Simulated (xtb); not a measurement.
Si(H)(NHSiH3)(Me)2 (C₂H₁₁NSi₂), SMILES [SiH3]N[SiH](C)C. All values are semi-empirical tight-binding results from xtb (GFN2-xTB unless named), good for trends rather than for accurate numbers. Coordinates come from a GFN2-xTB optimisation. One conformer was computed; it need not be the lowest.

Task: Estimate the properties. (An estimate is asked for; the answer gives what the named calculation found.)

Result: 
```json
{
 "orbital_gap": "5.30 eV",
 "dipole_moment": "0.53 D",
 "zero_point_energy": "76.0 kcal/mol",
 "G − E(el) at 298.15 K (modified RRHO)": "54.1 kcal/mol",
 "static polarisability (D4 model)": "93.0 bohr³",
 "solvation energy, GFN2-xTB/ALPB(water)": "-0.1 kcal/mol",
 "solvation energy, GFN2-xTB/ALPB(thf)": "-5.2 kcal/mol"
}
```
